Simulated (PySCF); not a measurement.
C6H10OP (charge +1).
Geometry (GFN2-xTB, Å), atoms numbered from 1 in this order:
```xyz
18
C6H10OP angstrom
C      3.1446    1.7044    0.3292
C      2.1344    1.1922   -0.0768
P      0.6693    0.4655   -0.6766
C     -0.7685    1.1365    0.2077
C     -1.9395    0.3037   -0.3646
O     -1.4192   -0.6045   -1.3176
C     -0.7662   -1.7385   -0.7759
C      0.6609   -1.3212   -0.3471
H      4.0310    2.1519    0.6839
H      0.6269    0.7446   -2.0209
H     -0.8762    2.2077    0.0261
H     -0.6110    0.9901    1.2816
H     -2.6368    0.9361   -0.9168
H     -2.4925   -0.2221    0.4197
H     -1.3381   -2.1606    0.0560
H     -0.7339   -2.4722   -1.5833
H      1.4418   -1.8276   -0.9180
H      0.8642   -1.4797    0.7170
```

Mulliken charges (e) from the PBE0/pcSseg-1 density (PySCF), one withheld:

| atom | bonded to | charge |
| --- | --- | --- |
| C1 | C2 H9 | ? |
| C2 | C1 P3 | -0.0672 |
| P3 | C2 C4 C8 H10 | +0.7519 |
| C4 | P3 C5 H11 H12 | -0.4640 |
| C5 | C4 O6 H13 H14 | +0.0904 |
| O6 | C5 C7 | -0.5479 |
| C7 | O6 C8 H15 H16 | +0.0895 |
| C8 | C7 P3 H17 H18 | -0.4598 |
| H9 | C1 | +0.1026 |
| H10 | P3 | +0.1858 |
| H11 | C4 | +0.2178 |
| H12 | C4 | +0.2096 |
| H13 | C5 | +0.1766 |
| H14 | C5 | +0.1566 |
| H15 | C7 | +0.1542 |
| H16 | C7 | +0.1780 |
| H17 | C8 | +0.2174 |
| H18 | C8 | +0.2099 |

What is the charge on C1?

The charges add up to the total charge, 1. The others sum to +1.2014, which leaves -0.2014 e for C1 (terminal alkyne carbon); the computed value is -0.2012, the difference coming from rounding.

Add each hydrogen's charge to the atom that carries it.

C1 -0.0986, P3 +0.9377, C4 -0.0366, C5 +0.4236, C7 +0.4217, C8 -0.0325. Atoms without hydrogen keep their charges.

Across which bond do the charges differ most?

P3–C4: +0.7519 on P3 against -0.4640 on C4, a difference of 1.2159 e. The lower charge is on the more electronegative element of the two (Pauling values: C 2.55, P 2.19).

Take the bonds between elements whose Pauling electronegativities differ by more than 0.25. In how many does the more electronegative atom carry the lower charge?

In 14 of 14.

How much positive and how much negative charge does this set hold in all?

+2.7403 e on 13 atoms and -1.7401 e on 5.

The Mulliken scheme gives each basis function's population to the atom it is centred on and halves the overlap population of two atoms between them. Isolated species at its GFN2-xTB geometry (one conformer only).
